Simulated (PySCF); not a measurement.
## Electron correlation in Ne²⁺ (neon, charge +2)

[He] 2s1 2p5, high-spin 3P determinant (an excited configuration). All numbers are calculated (PySCF 2.14, the non-relativistic Hamiltonian (point nucleus), in dyall-av2z). Frozen: 1s2; 6 electrons correlated; the 8 highest virtual orbitals of each spin left out.

```tsv
level	correlation energy (mhartree)
CCSD	-181.07
(T)	-2.32
CCSD(T)	-183.39
CCSDT	-183.68
```

Diagnostics: T1 = 0.0034, D1 = 0.0086, largest double amplitude 0.046.

Is a single reference adequate?

Yes: T1 lies below 0.03 and no double amplitude reaches 0.07.
